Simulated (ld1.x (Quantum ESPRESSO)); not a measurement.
# thallium, TM: configuration errors across variants

ld1.x (Quantum ESPRESSO) 7.5 input, shortened:

```
&input
   title='Tl', zed=81., rel=1, dft='PZ', iswitch=3,
   config='[Xe] 4f14 5d10 6s1.75 6p1.25'
 /
 &inputp
   pseudotype=2, tm=.true., lloc=1,
   nlcc=.false.
 /
3
6S  1  0   1.75   0.00  1.90  1.90  0.0
5D  3  2  10.00   0.00  2.05  2.05  0.0
5P  2  1   6.00   0.00  1.00  1.00  0.0
 &test
   configts(1)='5p6 5d10 6s1.75 6p1.25'
 /
```

Occupied shells without a wave of their own: 6p. They enter only through the test configuration that unscreens the potential.

All-electron excitation energies from the reference (eV): (1) 5p6 5d10 6s2 6p1 -1.828; (2) 5p6 5d10 6s2 6p0 3.582; (3) 5p6 5d10 6s2 6p1.3 -2.379; (4) 5p6 5d9 6s0 6p0 107.444; (5) 5p6 5d10 6s1.75 6p1.25 spin -0.246; (6) 5p6 5d10 6s2 6p1 spin -1.941.

Spin tests fill each open shell by Hund’s rule, majority spin first.

Tests that are not counted but printed errors over 1 eV. “base”: 5p5 5d10 6s2 6p1 (pseudo-atom not self-consistent, printed error -3325 eV); 5p6 5d9 6s2 6p1 (solver errors, printed error -39.9 eV); 1 more. “wave 5d (bound): rc 2.05 bohr becomes 5d (bound): rc 2.44 bohr”: 5p5 5d10 6s2 6p1 (solver errors, printed error -3280 eV); 5p6 5d9 6s2 6p1 (solver errors, printed error -2504 eV); 1 more. “local potential the s channel”: 5p6 5d10 6s2 6p1.3 (solver errors, printed error -3457 eV). “wave 6s (bound): rc 1.90 bohr becomes 6s (bound): rc 2.86 bohr”: 5p6 5d9 6s2 6p1 (solver errors, printed error -40.1 eV). “all radii scaled by about 1.17 (s 2.22, p 1.18, d 2.40 bohr)”: 5p6 5d9 6s2 6p1 (solver errors, printed error -2586 eV); 5p5 5d10 6s2 6p1 (solver errors, printed error -2515 eV).

6 further variants failed, have other tests or another functional or relativity, and are left out.

A true bound ghost makes a file unfit for plane-wave use even where its test errors are small: the radial tests pick states by their node count and pass the ghost by. Where a test does run into it, the solver fails or the error is huge.

The file “local potential the s channel” misses its own reference levels by 0.8 eV.

Errors AE − PS in meV (a dash: test not solved or not reliable):

```tsv
change	(1)	(2)	(3)	(4)	(5)	(6)	bound ghosts
base	-7.4	-58	+2.7	-178	+4.2	-6.0	s
wave 5d (bound): rc 2.05 bohr becomes 5d (bound): rc 2.44 bohr	-7.4	-58	+2.7	-189	+4.0	-6.1	s
local potential the s channel	+183	+1424	–	+4390	-16	+180	none
wave 6s (bound): rc 1.90 bohr becomes 6s (bound): rc 2.86 bohr	-7.1	-59	+3.5	-392	+8.8	-3.9	s
all radii scaled by about 1.17 (s 2.22, p 1.18, d 2.40 bohr)	-14	-107	+1.5	-314	+0.3	-14	s
```

Task: Give the same row for: wave 5p (bound): rc 1.00 bohr becomes 5p (bound): rc 1.50 bohr.

Result: -65, -494, +7.7, -1444, +3.2, -65; bound ghosts: s.
